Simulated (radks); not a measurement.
Spherical quantum dot in the effective-mass picture: electrons in a hard-walled sphere of radius 8.69, all in effective atomic units (hartree* = m*/eps^2 hartree, bohr* = eps/m* bohr), one dielectric constant everywhere. Method: non-relativistic Kohn-Sham, LDA (Slater exchange, Perdew-Wang correlation), spin-polarised, spherical densities; computed with a radial shooting solver with Libxc functionals. Levels are named by radial order and angular momentum (1s, 1p, 1d, 2s, ...), and open shells are averaged over m.

N = 20, configuration 1s2 1p6 1d10 1f(up 2, down 0). This is the lowest configuration that the search found. Occupied and some empty levels:

level    occupation  eigenvalue (hartree*)  <r> (bohr*)
1s up             1                 2.7872        6.441
1s down           1                 2.7960        6.428
1p up             3                 2.8138        6.515
1p down           3                 2.8228        6.506
1d up             5                 2.8645        6.607
1d down           5                 2.8737        6.601
1f up             2                 2.9372        6.699
1f down           0                 2.9466        6.696
1g up             0                 3.0305        6.787
1g down           0                 3.0400        6.785
2s up             0                 3.1201        4.024
2s down           0                 3.1227        4.009
2p up             0                 3.2127        4.646
2p down           0                 3.2164        4.635
2d up             0                 3.3331        5.047
2d down           0                 3.3376        5.039

Energy (hartree*): total 29.8504, kinetic 5.4178, external 0, Hartree 28.404, exchange-correlation -3.9717.
